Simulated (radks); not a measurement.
Problem. Neutral potassium, [Ar] 4s1. Method: non-relativistic Kohn-Sham, r2SCAN, spin-polarised, spherical densities, point nucleus; meta-GGA in the generalised Kohn-Sham scheme; computed with a radial shooting solver on a logarithmic mesh with Libxc functionals. Every spin shell is full or empty, so the densities are truly spherical. Functionals are evaluated on that one density, not self-consistently. Rank these orbital-free kinetic functionals by their error against the exact value of the orbitals, and give that value: Thomas-Fermi, von Weizsacker, TF + vW, TF + vW/9, LC94, revAPBEK, Perdew 92, Thakkar, Pearson, LKT, PG1, DePristo-Kress, Ernzerhof.

Solution. Exact: 599.263 hartree. From best to worst, with 100 (|E| - |E exact|)/|E exact| (equal figures are ties): Ernzerhof -0.02, DePristo-Kress +0.08, Thakkar -0.12, LC94 +0.16, Perdew 92 -0.55, TF + vW/9 -0.57, revAPBEK +0.60, Pearson -1.38, Thomas-Fermi -6.96, PG1 +23.00, LKT +28.57, von Weizsacker -42.45, TF + vW +50.59.
